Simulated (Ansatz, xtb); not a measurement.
Ligand exchange: BBrF2 + C2H5F → BF3 + C2H5Br

Species: BBrF2 `FB(F)Br`, singlet; C2H5F `CCF`, singlet; BF3 (boron trifluoride) `FB(F)F`, singlet; C2H5Br (bromoethane) `CCBr`, singlet. The partners trade Br for F: B–Br and C–F bonds give way to B–F and C–Br.

Shapes, held fixed at every level: PBE0-D4/def2-TZVP. Programs: Ansatz 0.2.0, xtb 6.7.1. The zero-point and thermal change to 298 K, harmonic and unscaled (PBE0-D4/def2-TZVP), is +0.3 kJ/mol.

**What was measured.** Tabulated heats of formation (Active Thermochemical Tables, NIST-JANAF tables): BBrF2 -820.1 (JANAF); C2H5F -272.5 (ATcT); BF3 -1135.6 (JANAF); C2H5Br -63.1 (ATcT) kJ/mol, which give ΔH(298 K) = -106.1 kJ/mol.

```tsv
level	kind	ΔH (kJ/mol)	computed − measured
GFN0-xTB	semi-empirical	-54.7	+51.4
HF/def2-SVP	Hartree–Fock	-100.0	+6.1
SPW92/def2-TZVPP	LDA	-94.5	+11.7
B3LYP-D4/def2-TZVPP	global hybrid	-100.2	+5.9
BHLYP-D4/def2-TZVPP	global hybrid	-104.5	+1.6
MP2/def2-SVP	perturbation theory	-109.4	-3.3
MP2/def2-TZVPP	perturbation theory	-112.1	-6.0
CCSD(T)/def2-TZVPP	coupled cluster or CI	-107.1	-0.9
```

Nearest: CCSD(T)/def2-TZVPP (-0.9); farthest: GFN0-xTB (+51.4). 6 of 8 levels lie within 10 kJ/mol. The tabulated value of BBrF2 is in doubt (older tables, estimates, or at odds with other calculations) and kept here. Relativity is left out for Br. Outer-core shells of Br are correlated, in sets that cover them unevenly.
